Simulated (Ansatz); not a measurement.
The same path of Cl2Zn + H2 (5 atoms, charge 0, multiplicity 1) was run twice with different band settings. Lost on the way: Zn1–Cl2, H4–H5. Made: Zn1–H4, Cl2–H5.

These are results of RKS B3LYP-D4/def2-TZVP in Ansatz, not measurements.

Relaxed end points:

```xyz
5
Properties=species:S:1:pos:R:3
Zn 0.434 0.000 0.249
Cl 0.963 0.000 2.283
Cl -0.003 0.000 -1.807
H -2.424 0.000 0.526
H -2.255 0.000 1.253
```

```xyz
5
Properties=species:S:1:pos:R:3
Zn -0.989 0.000 -0.650
Cl 0.163 0.000 2.131
Cl 0.932 0.000 -1.565
H -2.443 0.000 -0.189
H -0.947 0.000 2.777
```

Common settings: movable images 7; climbing image yes; spring 5.0 eV/Å²; optimiser quadratic models (default); start path through a guess of the saddle point; force threshold 0.05 eV/Å; end points relaxed.

| run | iteration limit |
| --- | --- |
| 1 | 60 |
| 2 | 10 |

(1) What does each run give, and how far can it be trusted?

## Answers

(1) Run 1: converged after 8 iterations, highest image 1.549 eV above the first end. A vibrational analysis at the climbing image gives one clearly imaginary mode, 1062i cm⁻¹: a first-order saddle point.
Run 2: converged after 8 iterations, highest image 1.549 eV above the first end. Another band between the same ends (7 images) ends at a top of the same energy, where a vibrational analysis finds 1 clearly imaginary mode.
The orbitals stay closed-shell, which can raise the energy where a bond breaks towards radicals; this wasn't checked here.
